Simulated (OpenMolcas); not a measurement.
# Mn3+: effect of the IPEA shift

```yaml
Program: OpenMolcas 26.06
Basis: ANO-RCC-VTZP [6s5p3d2f1g]
Scalar_Hamiltonian: DKH2, point nucleus
Active_space: 4 electrons in 5 orbitals (3d)
State_averaging: 2S+1 = 5 even, 5 roots; 2S+1 = 3 even, 45 roots kept (CI in the orbitals of an earlier block); 2S+1 = 1 even, 50 roots kept (CI in the orbitals of an earlier block)
Spin-orbit_coupling: state interaction with AMFI integrals over the reference wave functions, term energies averaged over their components
```

Methods on the same reference wave functions:
A. CASSCF
B. MS-CASPT2, IPEA 0 Eh, imaginary shift 0.1 Eh (closed shells correlated: 3s 3p)
C. MS-CASPT2, IPEA 0.25 Eh, imaginary shift 0.1 Eh (closed shells correlated: 3s 3p)

Energies in cm⁻¹ above 3d⁴ ⁵D₀, the measured ground level; measured values from Corliss and Sugar, J. Phys. Chem. Ref. Data 6, 1253 (1977).

```csv
Level,A,B,C,Measured
3d⁴ ⁵D₀,0.0,0.0,0.0,0.0
3d⁴ ⁵D₁,101,103,103,99.0
3d⁴ ⁵D₂,299,303,303,287
3d⁴ ⁵D₃,586,591,591,552
3d⁴ ⁵D₄,954,958,957,886
3d⁴ ³H₄,23723,21600,21970,21281
3d⁴ ³H₅,23937,21820,22190,21475
3d⁴ ³H₆,24176,22080,22440,21679
3d⁴ ³P₀(1),25584,20550,21150,20654
3d⁴ ³P₁(1),26191,21170,21780,21279
3d⁴ ³P₂(1),27282,22260,22870,22325
3d⁴ ³F₂(1),27335,22860,23480,22791
3d⁴ ³F₃(1),27404,22950,23560,22862
3d⁴ ³F₄(1),27519,23060,23680,22959
3d⁴ ³G₃,29968,25840,26320,25440
3d⁴ ³G₄,30226,26100,26580,25671
3d⁴ ³G₅,30442,26330,26810,25878
3d⁴ ¹I₆,35729,33050,33230,
3d⁴ ¹G₄(1),37718,32270,32630,
3d⁴ ³D₃,38760,31760,32430,31385
3d⁴ ³D₂,38844,31850,32520,31474
3d⁴ ³D₁,38936,31930,32610,31581
3d⁴ ¹S₀(1),43862,34240,35080,
3d⁴ ¹D₂(1),46929,41050,41280,
```

Deviations, from unrounded energies. A percentage is the sum of absolute deviations over the sum of measured energies, with the sign that they share, or ± where signs differ.

```json
{"Against measurement": "mean absolute deviation (cm-1)", "Levels": "19", "A": "3800", "B": "220", "C": "620"}
{"Against measurement": "fine structure of the ground term (%)", "Levels": "4", "A": "+6.4", "B": "+7.2", "C": "+7.1"}
{"Against measurement": "other terms of the ground configuration (%)", "Levels": "15", "A": "+19.4", "B": "±1.1", "C": "+3.2"}
```

B lies closest to measurement on these levels and A furthest from it. The largest miss of B in the table is 3d⁴ ³G₅, by +460 cm-1. The ranking rests on the paired levels alone, and a cruder setting can come out closer through cancelling errors.

Between B and C the level of the table that moves most is 3d⁴ ¹S₀(1), by 840 cm-1 (lowest in B, highest in C). Moves below CASPT2's spread within the term are not significant.

The mean deviations of B to C differ by less than CASPT2's widest spread within a term (1200 cm-1), so their order carries little weight.

From A to B the spin-free energies of the other terms of 3d⁴ shown, above ⁵D, scale by factors of 0.78 to 0.92, as is usual when dynamic correlation screens the repulsion within a d or f shell.

The lowest spin-free term lies below A's lowest term by 0.376 hartree in B, 0.368 hartree in C.

CASPT2 does not keep the components of a term degenerate, so their means are used; among the terms shown or strongly mixed into the levels shown the widest spread is 1200 cm-1 (3d⁴ ¹I, C). Terms from blocks run as CI alone lack orbitals of their own. The CASPT2 spread within a term exceeds the gap to the next term for 3d⁴ ³D and 3d⁴ ¹G(1), so the order of their levels is uncertain (figures for B; the like holds for C). Without dynamic correlation excited terms often stand tens of per cent too high (terms of higher spin than the ground term too low), and those without a measured partner can miss by more than the paired ones (holds for A). Measured partners are found by configuration, term and J. A level has none where our copy of the source lacks it or the pairing is in doubt (some pairs that miss far off the trend of their configuration count as doubtful), and it then counts in no deviation. Only configurations of the active space appear. Levels that lie high or do not pair safely by name in every column are left out.

A number in round brackets counts repeated terms of one configuration in the order of the reference energies.
